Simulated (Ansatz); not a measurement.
Consider the cleavage of the Si–Ge bond: `[CH3][GeH2][SiH2]Cl` + `O[SiH](Cl)Cl` → `Cl[SiH2]O[SiH](Cl)Cl` + `[CH3][GeH3]`.

Computed with Ansatz on PBE0-D4/def2-TZVP structures; ΔE is electronic, products minus reactants. CCSD(T)/CBS adds triple-zeta CCSD(T) − MP2 to the extrapolated MP2 energy (def2 sets, frozen cores). This one scheme is used for every species. For Ge outer-core shells are correlated without core-valence functions, which leaves a few kJ/mol of doubt a bond. Scalar relativity is left out up to krypton. Each species was taken in one conformer, which may not be the lowest.

```csv
species,MP2/def2-QZVPP energy (Eh)
`[CH3][GeH2][SiH2]Cl`,-2866.96576
`O[SiH](Cl)Cl`,-1285.04221
`Cl[SiH2]O[SiH](Cl)Cl`,-2034.53634
`[CH3][GeH3]`,-2117.51219
```

Question: Work out ΔE.

Answer: ΔE = (-2034.53634) + (-2117.51219) − (-2866.96576) − (-1285.04221) = -0.04056 Eh = -106.5 kJ/mol. CCSD(T)/CBS gives -101.6 kJ/mol.

Largest T1 diagnostic among the species: 0.010.

In def2-TZVPP, CCSD(T) changes the Hartree–Fock value by +22.9 kJ/mol (the triples alone add +2.9 kJ/mol) and MP2 by +19.5 kJ/mol. From PBE to PBE0 (25 % exact exchange), in def2-TZVPP and without D4, ΔE moves by −8.4 kJ/mol. The D4 term adds −3.3 kJ/mol with B3LYP and −2.0 kJ/mol with PBE0; it sums over pairs of atoms, weighted by their polarisabilities, and B3LYP, whose exchange is more repulsive, gets the larger term.

B3LYP here is the variant with VWN-RPA as its local correlation; programs differ in this.
